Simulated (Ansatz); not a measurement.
Frontier orbitals of `N[CH](O)[InH2]`.

```xyz
10

N    -0.749    0.849    0.879
C    -0.249    0.301   -0.343
O    -1.037   -0.744   -0.924
In    1.692   -0.637    0.002
H    -0.894    0.139    1.584
H    -1.612    1.372    0.765
H    -0.152    1.125   -1.057
H    -1.864   -0.375   -1.255
H     1.818   -1.679    1.378
H     3.047   -0.351   -1.029
```

Total charge 0; spin multiplicity 1. Correlated methods include outer-core shells of In, which these sets cover unevenly. In: def2 effective core potential. The structure was optimised at the PBE0-D4/def2-TZVP level. It is one conformer, not always the lowest. Basis def2-TZVPP, Ansatz 0.2.0.

```json
{"functional": "LDA (SPW92)", "HOMO (eV)": "-5.74", "LUMO (eV)": "-2.43", "gap (eV)": "3.31"}
{"functional": "PBE", "HOMO (eV)": "-5.59", "LUMO (eV)": "-2.16", "gap (eV)": "3.43"}
{"functional": "BLYP", "HOMO (eV)": "-5.50", "LUMO (eV)": "-2.14", "gap (eV)": "3.36"}
{"functional": "PBE0", "HOMO (eV)": "-6.80", "LUMO (eV)": "-1.41", "gap (eV)": "5.39"}
{"functional": "r2SCANh", "HOMO (eV)": "-6.26", "LUMO (eV)": "-1.61", "gap (eV)": "4.65"}
{"functional": "HSE06 (plane-wave form)", "HOMO (eV)": "-6.40", "LUMO (eV)": "-1.77", "gap (eV)": "4.63"}
{"functional": "BHLYP", "HOMO (eV)": "-7.93", "LUMO (eV)": "-0.78", "gap (eV)": "7.15"}
{"functional": "LC-ωPBE", "HOMO (eV)": "-9.42", "LUMO (eV)": "0.51", "gap (eV)": "9.93"}
{"functional": "ωB97M-V", "HOMO (eV)": "-9.00", "LUMO (eV)": "0.04", "gap (eV)": "9.04"}
```

From PBE to PBE0 the HOMO moves by −1.21 eV and the LUMO by +0.75 eV, and with ωB97M-V by −3.41 and +2.20 eV, so the gap grows from 3.43 to 9.03 eV with exact exchange. A positive LUMO is unbound and depends on the basis.

LC-ωPBE has ω = 0.4 bohr⁻¹.
